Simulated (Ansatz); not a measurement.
Relaxation of BClH4O2 (8 atoms, charge 0, multiplicity 1), to a largest force component of 0.03 eV/Å in at most 50 steps.

Method: RKS B3LYP/def2-SVP in Ansatz.

```xyz
8
Properties=species:S:1:pos:R:3
B -0.008 0.447 -0.356
Cl 0.049 0.085 2.692
O 1.177 -0.164 -0.617
H 1.124 -1.088 -0.893
O -1.248 -0.075 -0.551
H -1.277 -1.002 -0.821
H 0.045 1.583 0.017
H 0.055 1.086 1.809
```

Task: Where does it end, and by what steps?

Result: The forces met the threshold. After 8 steps the energy has fallen by 0.082 eV; Cl2 moved furthest, 0.42 Å.

```
step  energy less start (eV)  largest force component (eV/Å)  accepted
   0                  0.0000                           0.829       yes
   1                 -0.0531                           0.665       yes
   2                 -0.0242                           1.165        no
   3                 -0.0698                           0.512       yes
   4                 -0.0799                           0.227       yes
   5                 -0.0806                           0.083       yes
   6                 -0.0819                           0.059       yes
   7                 -0.0821                           0.037       yes
   8                 -0.0823                           0.003       yes
```

```xyz
8
Properties=species:S:1:pos:R:3
B -0.012 0.418 -0.457
Cl 0.063 0.252 3.074
O 1.172 -0.195 -0.713
H 1.117 -1.102 -1.042
O -1.250 -0.107 -0.649
H -1.278 -1.015 -0.979
H 0.040 1.546 -0.031
H 0.065 1.075 2.077
```

Whether the end is a true minimum wasn't checked by a vibrational analysis.

Time of the run: 26 s on 1 thread of Arm Neoverse V1 (shared host), peak memory 0.15 GiB.
